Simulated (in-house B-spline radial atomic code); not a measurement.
Cr is squeezed into an impenetrable sphere of radius R (the orbitals vanish at R). No spin polarisation. Level of theory: scalar-relativistic (X2C) PBE, spherical fractional occupations, Fermi nucleus of rms radius 3.6452 fm; calculated with a B-spline radial code for spherical atoms.

Energies in eV above the free atom in [Ar] 3d5 4s1:

```tsv
R (bohr)	highest level (eV)	[Ar] 3d5 4s1	[Ne] 3s2 3p5 3d5 4s1 4f1	[Ne] 3s2 3p5 3d6 4s1
8.32	-2.67	0.1065	55.35	42.78
6.8	-2.15	0.4839	58.54	43.12
4.89	0.214	3.486	69.12	45.97
4.15	3.6	7.989	79.48	50.4
3.52	10.5	17.18	96.63	59.68
3.3	14.5	22.91	106.2	65.54
2.8	30.1	46.76	142.2	90.14
2.32	62.9	104.5	218.9	149.8
1.96	116	214.1	351.3	262
1.55	255	565.2	745.4	616.8
```

**Question.** Does [Ne] 3s2 3p5 3d5 4s1 4f1 fall below [Ar] 3d5 4s1 under compression?

**Answer.** No, it stays above over the whole range.

**Question.** Does [Ne] 3s2 3p5 3d6 4s1 fall below [Ar] 3d5 4s1 under compression?

**Answer.** No, it stays above over the whole range.

The highest level is first positive in the row R = 4.89 bohr, pushed up by confinement above the zero of the free ion's potential. Each configuration is held fixed and needn't be the lowest in the sphere.
